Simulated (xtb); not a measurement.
xtb input (GFN1-xTB):

```bash
xtb mol.xyz --gfn 1 --sp --chrg 0 --uhf 0
```
mol.xyz:
```
4

Os    -0.00000000    -0.00000000     0.00000000
O      1.69517397    -0.04378527     0.00452600
O     -0.80961245     1.48979000    -0.02461470
O     -0.88556152    -1.44600473     0.02008869
```

End of the output:

```
         :::::::::::::::::::::::::::::::::::::::::::::::::::::
         ::                     SUMMARY                     ::
         :::::::::::::::::::::::::::::::::::::::::::::::::::::
         :: total energy             -17.292963152418 Eh    ::
         :: gradient norm              0.140442315357 Eh/a0 ::
         :: HOMO-LUMO gap              1.207810369330 eV    ::
         ::.................................................::
         :: SCC energy               -17.360618710511 Eh    ::
         :: -> electrostatic           0.187177617978 Eh    ::
         :: repulsion energy           0.068582300073 Eh    ::
         :: dispersion energy         -0.000926741981 Eh    ::
         :: halogen bond corr.         0.000000000000 Eh    ::
         :: add. restraining           0.000000000000 Eh    ::
         :: total charge              -0.000000000143 e     ::
         :::::::::::::::::::::::::::::::::::::::::::::::::::::

           -------------------------------------------------
          |                Property Printout                |
           -------------------------------------------------

    * Orbital Energies and Occupations

         #    Occupation            Energy/Eh            Energy/eV
      -------------------------------------------------------------
         1        2.0000           -0.7999604             -21.7680
         2        2.0000           -0.7999604             -21.7680
         3        2.0000           -0.7997185             -21.7614
         4        2.0000           -0.6306381             -17.1605
         5        2.0000           -0.6306381             -17.1605
         6        2.0000           -0.6107491             -16.6193
         7        2.0000           -0.6064151             -16.5014
         8        2.0000           -0.6064151             -16.5014
         9        2.0000           -0.6032597             -16.4155
        10        2.0000           -0.5731117             -15.5952
        11        2.0000           -0.5731117             -15.5952
        12        2.0000           -0.5593066             -15.2195
        13        2.0000           -0.4759509             -12.9513 (HOMO)
        14                         -0.4315647             -11.7435 (LUMO)
        15                         -0.4315647             -11.7435
        16                         -0.2994459              -8.1483
        17                         -0.2994459              -8.1483
        18                         -0.2432636              -6.6195
Note: The following floating-point exceptions are signalling: IEEE_DENORMAL
normal termination of xtb
        19                          0.1500440               4.0829
        20                          0.1500440               4.0829
        21                          0.5537947              15.0695
      -------------------------------------------------------------
                  HL-Gap            0.0443862 Eh            1.2078 eV
             Fermi-level           -0.4540745 Eh          -12.3560 eV

  Mulliken/CM5 charges         n(s)   n(p)   n(d)
     1Os    1.53501  2.04575   0.543  1.125  4.797
     2O    -0.51167 -0.68192   1.749  4.763  0.000
     3O    -0.51167 -0.68192   1.749  4.763  0.000
     4O    -0.51167 -0.68192   1.749  4.763  0.000

Wiberg/Mayer (AO) data.
largest (>0.10) Wiberg bond orders for each atom

 ---------------------------------------------------------------------------
     #   Z sym  total        # sym  WBO       # sym  WBO       # sym  WBO
 ---------------------------------------------------------------------------
     1  76 Os   6.156 --     3 O    2.052     4 O    2.052     2 O    2.052
     2   8 O    2.300 --     1 Os   2.052     3 O    0.124     4 O    0.124
     3   8 O    2.300 --     1 Os   2.052     4 O    0.124     2 O    0.124
     4   8 O    2.300 --     1 Os   2.052     3 O    0.124     2 O    0.124
 ---------------------------------------------------------------------------

Topologies differ in total number of bonds
Writing topology from bond orders to xtbtopo.mol

 dipole moment from electron density (au)
     X       Y       Z
  -0.0000   0.0000   0.0000  total (Debye):    0.000

           -------------------------------------------------
          | TOTAL ENERGY              -17.292963152418 Eh   |
          | GRADIENT NORM               0.140442315357 Eh/α |
          | HOMO-LUMO GAP               1.207810369330 eV   |
           -------------------------------------------------

------------------------------------------------------------------------
------------------------------------------------------------------------
 total:
 SCF:
```
